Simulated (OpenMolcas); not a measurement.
A run on Co2+ with its 6 nearest fluoride ions at 2.221 Å, on the Ca site of CsCaF3 (a = 4.526 Å, distance in the model lattice 2.263 Å). The rest of the host is ab initio model potentials to 7.6 Å, with orthogonalisation functions on the cations behind the ligands, and point charges beyond; the distance is set by hand and nothing relaxes. Ligand basis ANO-RCC-VDZP.

* Program: OpenMolcas 26.06
* Method: CASSCF
* Basis: ANO-RCC-VDZP [5s4p2d1f]
* Scalar Hamiltonian: DKH2, point nucleus
* Active space: 7 electrons in 5 orbitals (3d)
* State averaging: 2S+1 = 4 even, 10 roots; 2S+1 = 2 even, 40 roots
* Spin-orbit coupling: RASSI with atomic mean-field integrals over the reference wave functions

142 basis functions. Blocks (2S+1, parity, CSFs, roots kept): 4, even, 10, 10; 2, even, 40, 40.

**Question.** How long do the RASSCF and RASSI steps take on 1 thread of Arm Neoverse N1 (shared host)?

**Answer.** About 35 s of wall time, without the integral step.
